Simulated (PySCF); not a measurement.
Input file for PySCF: R-B3LYP/LANL2DZ on CH6OSn (SMILES C[O][SnH3]), a point of a torsion scan.

```python
from pyscf import gto, scf, dft, mp
from pyscf.data.elements import chemcore

mol = gto.M(
    atom='''
    C     1.50723894   -0.06142608    0.05471005
    O     0.34191947    0.38220948   -0.58082328
    Sn   -1.51169537    0.08741490   -0.00698883
    H     1.64713318   -1.13889170   -0.05958068
    H     2.34032376    0.45181084   -0.42618831
    H     1.51906039    0.17869620    1.12060250
    H    -1.60923495    0.24604766    1.65860970
    H    -1.99159316   -1.45726806   -0.43701020
    H    -2.23774848    1.27092957   -0.89397378
    ''',
    basis='lanl2dz',
    ecp={'Sn': 'lanl2dz'},
    charge=0, spin=0, verbose=3, max_memory=1800)
mf = dft.RKS(mol, xc='b3lyp')
mf.conv_tol = 1e-8
mf.max_cycle = 100
mf.kernel()
if not mf.converged:
    mf = mf.newton().run(mf.mo_coeff, mf.mo_occ)
```

Predict the final total energy.

-120.2744 hartree.
